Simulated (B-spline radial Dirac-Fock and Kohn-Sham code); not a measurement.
# N 1s: cross section and angular parameters

System: neutral nitrogen, configuration [He] 2s2 2p3; threshold 409.9 eV (tabulated edge). Level of theory: Dirac-Hartree-Slater photoionisation with a Latter tail; cross sections with all multipoles, angular parameters from the dipole term and its interference with E2; a radial finite-basis atomic code.

For linearly polarised light dσ/dΩ = σ/(4π) [1 + β P₂(cos θ) + (δ + γ cos²θ) sin θ cos φ], with θ from the polarisation vector and φ the angle between the beam and the projection of the electron momentum on the plane normal to the polarisation.

```tsv
hν (eV)	σ (kb)	β	γ
546	360	2.000	0.141
554	348	2.000	0.150
578	314	2.000	0.174
600	287	2.000	0.195
800	137	2.000	0.345
1260	39.8	2.000	0.586
1500	24.3	2.000	0.685
2000	10.7	2.000	0.858
2020	10.3	2.000	0.864
2250	7.55	2.000	0.934
2500	5.54	2.000	1.004
2810	3.91	2.000	1.086
2984.4	3.27	2.000	1.129
3030	3.12	2.000	1.140
3480	2.06	2.000	1.244
3940	1.41	2.000	1.342
5490	?	?	?
5740	0.446	2.000	1.673
7300	0.211	2.000	1.915
8047.8	0.156	2.000	2.022
8360	0.138	2.000	2.065
9760	0.0846	2.000	2.248
```

Question: Give the values at 5490 eV.

Answer: σ = 0.512 kb, β = 2.000, γ = 1.631. For an s subshell δ is negligible.

Values without a named source are computed, but for edge energies of neutral atoms, which are taken from tables.
